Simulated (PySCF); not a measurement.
Geometries of 3 isomers of C4H7IO, from PBE0-D3(BJ)/def2-SVP geometry optimisation, gas phase, def2 core potentials past Kr (PySCF). One conformer each, no zero-point energy, no frequencies.

**Question.** Which isomer lies lowest at this level?
A.
```xyz
13
angstrom
C      1.869    0.939    0.839
O      1.142   -0.088    1.460
C      0.065   -0.559    0.830
C     -0.424   -0.186   -0.366
C     -1.626   -0.816   -0.932
I     -3.394    0.509   -0.884
H      2.707    1.184    1.504
H      1.246    1.838    0.691
H      2.263    0.615   -0.140
H     -0.418   -1.344    1.422
H      0.046    0.613   -0.944
H     -1.949   -1.708   -0.382
H     -1.541   -1.048   -2.000
```
B.
```xyz
13
angstrom
C     -1.141   -0.757    0.744
C     -0.311    0.497    0.588
I     -1.590    2.263    0.751
C      0.462    0.576   -0.714
C      1.591   -0.416   -0.820
O      1.914   -1.197    0.034
H     -1.872   -0.858   -0.072
H     -0.466   -1.628    0.727
H     -1.685   -0.764    1.698
H      0.377    0.614    1.436
H     -0.202    0.436   -1.588
H      0.915    1.572   -0.860
H      2.153   -0.362   -1.790
```
C.
```xyz
13
angstrom
O     -2.050   -0.077    1.628
C     -1.025   -0.770    0.964
C     -0.792   -0.211   -0.406
C      0.361    0.248   -0.914
C      1.676    0.228   -0.238
I      2.159    2.189    0.611
H     -1.761    0.837    1.728
H     -1.366   -1.816    0.883
H     -0.090   -0.788    1.556
H     -1.699   -0.129   -1.016
H      0.348    0.696   -1.914
H      1.738   -0.458    0.613
H      2.506    0.035   -0.928
```

**Answer.** B. That is `C[C@H](I)CC=O`, 17.4 kcal/mol below the next.

```json
{"SMILES": "C[C@H](I)CC=O", "atoms numbered as above": "[CH3:1][C@H:2]([I:3])[CH2:4][CH:5]=[O:6]", "E (Eh)": "-529.13948", "relative (kcal/mol)": "0.0", "relative (kJ/mol)": "0.0", "dipole (D)": "1.67"}
{"SMILES": "OC/C=C\\CI", "atoms numbered as above": "[OH:1][CH2:2]/[CH:3]=[CH:4]\\[CH2:5][I:6]", "E (Eh)": "-529.11175", "relative (kcal/mol)": "17.4", "relative (kJ/mol)": "72.8", "dipole (D)": "1.47"}
{"SMILES": "CO/C=C/CI", "atoms numbered as above": "[CH3:1][O:2]/[CH:3]=[CH:4]/[CH2:5][I:6]", "E (Eh)": "-529.11124", "relative (kcal/mol)": "17.7", "relative (kJ/mol)": "74.2", "dipole (D)": "2.76"}
```

As drawn, the lowest has a C=O bond, which the highest lacks; the highest has a C=C bond outside aromatic rings, which the lowest lacks.
